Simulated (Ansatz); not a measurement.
Reaction (ligand exchange at the In–Br bond): `[NH2][InH][Br]` + HCl → `[NH2][InH][Cl]` + HBr

Gas-phase electronic energies from Ansatz, PBE0-D4/def2-TZVP geometries. CBS: MP2 limit from def2 TZ/QZ plus the TZ coupled-cluster correction, frozen cores. This one scheme is used for every species. Functionals use def2-TZVPP. B3LYP here is the variant with VWN-RPA as its local correlation; programs differ in this. HSE06 is defined as in plane-wave codes. Elements past krypton have def2 core potentials. For Br, In outer-core shells are correlated without core-valence functions, which leaves a few kJ/mol of doubt a bond. Scalar relativity is left out up to krypton. One conformer a species, not always the lowest.

```
             level  ΔE (kJ/mol)  difference from CCSD(T)/CBS
       LDA (SPW92)         16.4                         -2.7
            B97M-V         12.8                         -6.3
           PBE0-D4         18.4                         -0.7
          B3LYP-D4         16.6                         -2.5
        r2SCAN0-D4         18.5                         -0.6
          HSE06-D4         18.5                         -0.6
          BHLYP-D4         18.9                         -0.2
           ωB97X-V         16.4                         -2.7
           ωB97M-V         16.9                         -2.2
          PBE-QIDH         19.3                          0.2
               PBE         16.3                         -2.8
             BHLYP         17.6                         -1.5
         CAM-B3LYP         15.1                         -4.0
       HF/def2-SVP         13.6                         -5.5
SCS-MP2/def2-QZVPP         18.0                         -1.1
      HF/CBS(def2)         18.8                         -0.3
       CCSD(T)/CBS         19.1                            0
```

Largest T1 diagnostic among the species: 0.014.

From BLYP to BHLYP (50 % exact exchange), in def2-TZVPP and without D4, ΔE moves by +3.1 kJ/mol. Leaving LDA and LC-ωPBE aside and taking each functional with its dispersion term where it has one, the values spread over 6.5 kJ/mol, from B97M-V to PBE-QIDH.
